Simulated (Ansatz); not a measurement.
One geometry of C5H11Cl3Si, SMILES `CC(C)(C)C[Si](Cl)(Cl)Cl`, several functionals.

```yaml
crystal:
  periodic: [false, false, false]
  atoms:
    - {symbol: C, position_ang: [-0.676120, -1.507630, -0.192460]}
    - {symbol: C, position_ang: [-0.000219, -0.318502, 0.483194]}
    - {symbol: C, position_ang: [-1.053397, 0.544794, 1.170856]}
    - {symbol: C, position_ang: [0.976535, -0.839564, 1.537797]}
    - {symbol: C, position_ang: [0.822157, 0.502947, -0.526200]}
    - {symbol: Si, position_ang: [0.102780, 1.359044, -2.006822]}
    - {symbol: Cl, position_ang: [-1.257871, 2.809808, -1.546017]}
    - {symbol: Cl, position_ang: [-0.772205, 0.096713, -3.351933]}
    - {symbol: Cl, position_ang: [1.659447, 2.275953, -2.965532]}
    - {symbol: H, position_ang: [-1.161155, -2.138086, 0.557306]}
    - {symbol: H, position_ang: [-1.439989, -1.190832, -0.904505]}
    - {symbol: H, position_ang: [0.048585, -2.124500, -0.730863]}
    - {symbol: H, position_ang: [-1.548715, -0.026765, 1.960069]}
    - {symbol: H, position_ang: [-0.605017, 1.430365, 1.629448]}
    - {symbol: H, position_ang: [-1.821646, 0.882287, 0.473131]}
    - {symbol: H, position_ang: [1.745577, -1.471804, 1.085493]}
    - {symbol: H, position_ang: [0.449624, -1.435196, 2.287993]}
    - {symbol: H, position_ang: [1.477484, -0.015578, 2.053386]}
    - {symbol: H, position_ang: [1.611702, -0.130486, -0.952612]}
    - {symbol: H, position_ang: [1.350842, 1.306434, 0.004270]}
basis:
  gaussian: {orbitals: def2-TZVPP}
hamiltonian: {xc: {name: LC-wPBE}}
output: {orbitals: {seedname: orbitals}}
```

```sh
$ ansatz run in.yaml --threads 4 --pin off --events-out ev --progress --plain --max-ram 66560MiB --backend cuda --devices 0, --max-vram 37GiB
```

Output, abridged:

```
Functional definition: LC-wPBE
2719 factors; their error is unknown
762 factors; integrals over basis functions are off by at most 1.9e-5 eV
mean field evaluation 1: about -50795.5902 eV, gradient 5.6e1 eV
mean field evaluation 2: about -50799.2779 eV, gradient 4.1e1 eV
mean field evaluation 4: about -50802.9419 eV, gradient 2.1e0 eV
mean field evaluation 8: about -50802.9733 eV, gradient 9.5e-2 eV
mean field evaluation 16: about -50802.8890 eV, gradient 1.4e-4 eV
mean field -50802.88903741 eV, -1866.9717366900 hartree, gradient 4.6e-5 eV, S^2 0.000000; 0 other end points of the search recorded, 0 dependent functions left out
reference -50802.88903742 eV, -1866.9717366903 hartree; 53, 53 occupied and 424, 424 virtual orbitals, 2719 factors
Total energy: -50802.88903742 eV, -1866.9717366903 hartree
```

Run time 4.5 s (4 threads of an AMD EPYC 7R13 on a shared host and a share of an NVIDIA H100 80 GB); peak host memory 1.1 GiB.

The same input with `hamiltonian: {xc: {name: B97M-V}}` (abridged; 5.5 s):

```
Functional definition: B97M-V
mean field evaluation 16: about -50807.5875 eV, gradient 3.8e-3 eV
mean field -50807.58753300 eV, -1867.1444032180 hartree, gradient 4.2e-5 eV, S^2 0.000000
Total energy: -50807.58760809 eV, -1867.1444059777 hartree
```

The same input with `hamiltonian: {xc: pbe0, dispersion: d4}` (abridged; 4.8 s):

```
Functional definition: PBE0
mean field evaluation 16: about -50796.5612 eV, gradient 5.3e-4 eV
mean field -50796.56118031 eV, -1866.7391922305 hartree, gradient 5.3e-5 eV, S^2 0.000000
Total energy: -50797.17976829 eV, -1866.7619249194 hartree
```

With the line `hamiltonian: {xc: r2scan, dispersion: d4}` and forces (abridged; 7 s):

```
Functional definition: r2SCAN
mean field evaluation 16: about -50812.4213 eV, gradient 1.2e-2 eV
mean field -50812.42133245 eV, -1867.3220420713 hartree, gradient 5.8e-5 eV, S^2 0.000000
Total energy: -50812.61566471 eV, -1867.3291836501 hartree
Atom 0 force    -0.075721    -0.126381    -0.067339 eV/Å
Atom 1 force    -0.008132    -0.020626     0.028772 eV/Å
Atom 2 force    -0.114766     0.086582     0.074275 eV/Å
Atom 3 force     0.105496    -0.062865     0.123698 eV/Å
Atom 4 force     0.068608     0.093187    -0.121367 eV/Å
Atom 5 force     0.007243    -0.010907     0.018592 eV/Å
Atom 6 force    -0.060221     0.070771     0.027252 eV/Å
Atom 7 force    -0.036173    -0.064377    -0.062446 eV/Å
Atom 8 force     0.077897     0.037808    -0.036032 eV/Å
Atom 9 force     0.006015     0.007488    -0.005062 eV/Å
Atom 10 force     0.008535     0.001340     0.013063 eV/Å
Atom 11 force    -0.002558     0.004264     0.001298 eV/Å
Atom 12 force     0.006696     0.003325    -0.007751 eV/Å
Atom 13 force    -0.001158    -0.003340    -0.003758 eV/Å
Atom 14 force     0.010508    -0.010004     0.005184 eV/Å
Atom 15 force    -0.008802     0.006573     0.003802 eV/Å
Atom 16 force     0.004215     0.006457    -0.008578 eV/Å
Atom 17 force    -0.006209    -0.007931    -0.005886 eV/Å
Atom 18 force     0.009730    -0.008099     0.009661 eV/Å
Atom 19 force     0.008796    -0.003264     0.012622 eV/Å
Dipole moment:     0.099502    -0.255710     0.410859 e Å
```

Changing it to `hamiltonian: {xc: {name: B3LYP}, dispersion: d4}` and forces (abridged; 8.5 s):

```
Functional definition: B3LYP
mean field evaluation 16: about -50820.5306 eV, gradient 8.3e-4 eV
mean field -50820.53057448 eV, -1867.6200512194 hartree, gradient 2.3e-5 eV, S^2 0.000000
Total energy: -50821.67118319 eV, -1867.6619678162 hartree
Atom 0 force    -0.129669    -0.196991    -0.117935 eV/Å
Atom 1 force     0.013055     0.011916    -0.014262 eV/Å
Atom 2 force    -0.192276     0.143993     0.108624 eV/Å
Atom 3 force     0.157012    -0.095608     0.187233 eV/Å
Atom 4 force     0.232534     0.100217    -0.086978 eV/Å
Atom 5 force     0.032071    -0.053128     0.088446 eV/Å
Atom 6 force    -0.158705     0.163818     0.068238 eV/Å
Atom 7 force    -0.101079    -0.158438    -0.145917 eV/Å
Atom 8 force     0.197262     0.111420    -0.114520 eV/Å
Atom 9 force     0.020064     0.022466    -0.054175 eV/Å
Atom 10 force     0.049765    -0.040080     0.049056 eV/Å
Atom 11 force    -0.050661     0.026439     0.025255 eV/Å
Atom 12 force     0.015700     0.045726    -0.038708 eV/Å
Atom 13 force    -0.037598    -0.044975    -0.021975 eV/Å
Atom 14 force     0.045610    -0.017464     0.063991 eV/Å
Atom 15 force    -0.034983     0.032660     0.037884 eV/Å
Atom 16 force     0.044748     0.028387    -0.030312 eV/Å
Atom 17 force    -0.019011    -0.054407    -0.020088 eV/Å
Atom 18 force    -0.052153     0.043434     0.045713 eV/Å
Atom 19 force    -0.031686    -0.069386    -0.029572 eV/Å
Dipole moment:     0.098974    -0.250589     0.403042 e Å
```

The same input with `hamiltonian: {xc: {name: wB97X-V}}` (abridged; 5.5 s):

```
Functional definition: wB97X-V
mean field evaluation 16: about -50810.8045 eV, gradient 1.4e-4 eV
mean field -50810.80450862 eV, -1867.2626248916 hartree, gradient 3.4e-5 eV, S^2 0.000000
Total energy: -50810.80450611 eV, -1867.2626247992 hartree
```

B3LYP takes the VWN-RPA correlation (the form of Gaussian; ORCA's B3LYP/G).
